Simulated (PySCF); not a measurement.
CH10Si3.
SMILES with atom numbers: `[SiH3:1][CH2:2][SiH2:3][SiH3:4]` (hydrogens: H5, H6, H7 on Si1; H8, H9 on C2; H10, H11 on Si3; H12, H13, H14 on Si4)

Structure optimised with GFN2-xTB, isolated species.

Problem. Give the optimised bond lengths and angles.

Solution. 
```
                     bond  length (pm)   order
                   Si1–C2        189.8  single
                   C2–Si3        190.7  single
                  Si3–Si4        230.8  single
   Si1–H5, Si1–H6, Si1–H7        146.5  single
             C2–H8, C2–H9        109.1  single
         Si3–H10, Si3–H11        147.3  single
Si4–H12, Si4–H13, Si4–H14        146.6  single
```

Bonds in one row agree within 1 pm and their mean is given. Orders are formal, as drawn. A selection of angles:
```
      angle  degrees
  C2–Si1–H5    109.9
  H5–Si1–H6    108.8
 Si1–C2–Si3    115.9
  Si1–C2–H8    108.7
  Si3–C2–H8    108.6
   H8–C2–H9    105.8
 C2–Si3–Si4    111.8
 C2–Si3–H10    107.5
Si4–Si3–H10    113.4
Si4–Si3–H11    111.6
H10–Si3–H11    105.2
Si3–Si4–H12    112.0
Si3–Si4–H13    113.7
H12–Si4–H13    106.1
```

Torsions: Si1–C2–Si3–Si4 -69° (synclinal). The mirror-image conformer, all signs reversed, is as good.

Si1 (SiH3 silicon) is tetrahedral (angles from 108.8° to 109.9°). Si4 (SiH3 silicon) is distorted tetrahedral (angles from 105.9° to 113.7°). Si3 (SiH2 silicon) is distorted tetrahedral (angles from 105.2° to 113.4°).

Point group: C1 (no symmetry element, even within 0.4 Å). No GFN2-xTB frequencies stand behind this structure, so it isn't proved a minimum. The numbers are those of one conformer.

All values are computed, not measured.
